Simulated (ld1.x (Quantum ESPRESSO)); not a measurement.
## Pseudopotential generation for Er: TM, LDA (PZ), scalar-relativistic.

```
Element                 : Er (Z = 68)
Generator               : ld1.x (Quantum ESPRESSO) 7.5
Type                    : norm-conserving Troullier–Martins (Kleinman–Bylander form)
Functional              : LDA (PZ)
Relativity              : scalar-relativistic
Frozen core             : [Xe]
Valence charge          : 14
Reference configuration : 4f12 5d0 6s2 6p0
Partial waves           : 6s (bound): rc 1.20 bohr; 6p (bound, empty): rc 4.20 bohr; 5d (bound, empty): rc 2.80 bohr; 4f (bound): rc 0.70 bohr
Local potential         : all-electron potential smoothed inside 2.85 bohr (lloc = -2)
Core correction         : Bessel-smoothed model core inside 0.55 bohr
```

All-electron outer shells of the reference configuration (LDA (PZ), scalar-relativistic, ld1.x):

| shell | level (eV) | outermost node (bohr) | outermost maximum (bohr) |
| --- | --- | --- | --- |
| 5s | -52.01 | 0.60 | 1.11 |
| 5p | -26.52 | 0.65 | 1.28 |
| 6s | -3.99 | 1.52 | 3.30 |
| 4f | -3.35 | – | 0.51 |
| 6p | -1.18 | 1.87 | 4.74 |
| 5d | -1.08 | 0.73 | 2.13 |

(1) Does the generator finish with these settings?

Results:

(1) No. ld1.x (Quantum ESPRESSO) 7.5 stopped with "run_pseudo: Errors in PS-KS equation": the pseudo-atom solver did not find the valence states with the expected number of nodes, which is the usual sign of a ghost state. The 6s radius of 1.20 bohr lies inside the outermost node of the all-electron wave at 1.52 bohr. Before that it printed "Warning: n=1, l=0 expected 0 nodes, found 1".
